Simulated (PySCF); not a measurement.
**²⁹Si chemical shifts**

Theoretical values (PySCF 2.14): shielding tensors at PBE0/pcSseg-1 (GIAO), coordinates at the GFN2-xTB level. In vacuum, a single conformation, equivalent nuclei averaged, non-relativistic.

Shieldings were converted by a linear fit to measured shifts: ²⁹Si (scatter 8.9 ppm rms, 25.8 ppm with the 6 outliers that the fit left out vs TMS, solution or neat liquid). Occasional misses reach two or three times the rms, and more in compound classes unlike the fitted ones.

Problem. Give the ²⁹Si shifts of `N#CC1(F)C[SiH2]C1`, `C#C/C(F)=C/[SiH2]N`, `CCN[SiH2]O[SiH3]`, `C#C[Si@@](F)(C#CC)C(Cl)Cl`, `N#C/C=C/[C@H](F)[SiH3]`.

Solution. 
```tsv
compound	environment	δ (ppm)
N#CC1(F)C[SiH2]C1	silicon bonded to 2 C, 2 H, in a 4-membered ring	-57.4
C#C/C(F)=C/[SiH2]N	silicon bonded to C, N, 2 H	-45.1
[CH3:1][CH2:2][NH:3][SiH2:4][O:5][SiH3:6]	Si4: silicon bonded to N, O, 2 H	-37.6
[CH3:1][CH2:2][NH:3][SiH2:4][O:5][SiH3:6]	Si6: silicon bonded to O, 3 H	-44.4
C#C[Si@@](F)(C#CC)C(Cl)Cl	silicon bonded to 3 C, F	-51.2
N#C/C=C/[C@H](F)[SiH3]	silicon bonded to C, 3 H	-60.3
```
